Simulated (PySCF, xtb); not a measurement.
B(F)(OH)(NMe2) (C₂H₇BFNO), SMILES OB(N(C)C)F. Atoms are numbered in the order given.

```xyz
13

B     -0.0186    -0.7986     0.0000
F     -1.2148    -1.4015     0.0000
O      1.0617    -1.6255     0.0000
H      1.9061    -1.1703     0.0000
N      0.0223     0.6162     0.0000
C     -1.1845     1.4053     0.0000
C      1.2319     1.3899     0.0000
H     -1.2403     2.0579     0.8910
H     -1.2403     2.0579    -0.8910
H     -2.0621     0.7483     0.0000
H      1.3016     2.0422    -0.8905
H      1.3016     2.0422     0.8905
H      2.1250     0.7480     0.0000
```

The structure is a stationary point at PBE0-D3(BJ)/def2-SVP. This is a generated structure with no PubChem entry under its InChIKey; it may be hypothetical. Other conformers were not sampled.

The numbers are results of PySCF 2.14.0 with C-PCM-ωB97X/def2-SVP, not measurements.

The values are the electrostatic part of the solvation free energy, E(continuum) − E(gas) at the gas-phase geometry, in a cavity of scaled van der Waals radii (PySCF's table); cavitation and dispersion terms are not included. In vacuum the orbital gap is 12.54 eV. The dipole moment in vacuum is 3.44 D.

Task: Estimate the values in water (ε = 78.36), toluene (ε = 2.37), tetrahydrofuran (ε = 7.43). (An estimate is asked for; the answer gives what the named calculation found.)

Result: 
```json
[
 {"solvent": "water", "ε": "78.36", "ΔG(elec) (kcal/mol)": "-6.2", "dipole (D)": "4.17", "gap (eV)": "12.86"},
 {"solvent": "toluene", "ε": "2.37", "ΔG(elec) (kcal/mol)": "-3.4", "dipole (D)": "3.83", "gap (eV)": "12.73"},
 {"solvent": "tetrahydrofuran", "ε": "7.43", "ΔG(elec) (kcal/mol)": "-5.3", "dipole (D)": "4.06", "gap (eV)": "12.82"}
]
```

For comparison, GFN2-xTB/ALPB(water) (xtb, at the GFN2-xTB geometry, all terms of that model) gives -6.8 kcal/mol.
